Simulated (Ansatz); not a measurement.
Ansatz (a quantum-chemistry and plane-wave program) input (CCSD(T)/cc-pVQZ):

Ansatz 0.2 input:
```yaml
crystal:
  periodic: [false, false, false]
  atoms:
    - {symbol: Br, position_ang: [-1.86359337, 0.54734457, -0.02204400]}
    - {symbol: Ge, position_ang: [-0.04419613, -0.88525767, 0.03182931]}
    - {symbol: Br, position_ang: [1.90886319, 0.35941915, -0.01055856]}
    - {symbol: H, position_ang: [-0.08669765, -1.65774895, 1.35214083]}
    - {symbol: H, position_ang: [-0.08346959, -1.75073583, -1.22958928]}
basis:
  gaussian:
    orbitals: cc-pVQZ
magnetization: {spin_polarized: false}
correlation: {method: ccsd_t, electrons: outside_noble_gas}
```

End of the output:

```
integrals: 1.87 GiB planned
1684 factors; integrals over basis functions are off by at most 7.3e-4 eV
2.75 GiB of device memory are held for the factors and their scratch space
mean field: 2.15 GiB planned
mean field evaluation 1: about -196508.5020 eV, gradient 1.7e1 eV
mean field evaluation 2: about -196508.6099 eV, gradient 1.7e1 eV
mean field evaluation 4: about -196509.6648 eV, gradient 2.1e0 eV
mean field evaluation 8: about -196509.6864 eV, gradient 1.8e-1 eV
mean field evaluation 16: about -196509.6866 eV, gradient 2.0e-6 eV
mean field -196509.68663227 eV, -7221.5977846863 hartree, gradient 1.9e-6 eV, S^2 0.000000; 0 other end points of the search recorded, 0 dependent functions left out
42 core orbitals not correlated
reference -196509.68663227 eV, -7221.5977846863 hartree; 10, 10 occupied and 212, 212 virtual orbitals, 1684 factors
second order -13.05091516 eV of doubles, -0.00000000 eV of singles
coupled cluster: 9.67 GiB planned
cycle   1  -13.76795964 eV  change   -7.2e-1 eV  update   7.3e-2
cycle   2  -14.07119175 eV  change   -3.0e-1 eV  update   2.1e-2
cycle   3  -14.12050383 eV  change   -4.9e-2 eV  update   9.0e-3
cycle   4  -14.11442023 eV  change    6.1e-3 eV  update   2.0e-3
cycle   5  -14.11381783 eV  change    6.0e-4 eV  update   7.8e-4
cycle   6  -14.11374498 eV  change    7.3e-5 eV  update   2.2e-4
cycle   7  -14.11369292 eV  change    5.2e-5 eV  update   8.2e-5
cycle   8  -14.11371899 eV  change   -2.6e-5 eV  update   2.6e-5
cycle   9  -14.11372241 eV  change   -3.4e-6 eV  update   9.1e-6
perturbative correction -0.61166676 eV, -0.0224783387 hartree
Total energy: -196524.41202143 eV, -7222.1389327568 hartree
```
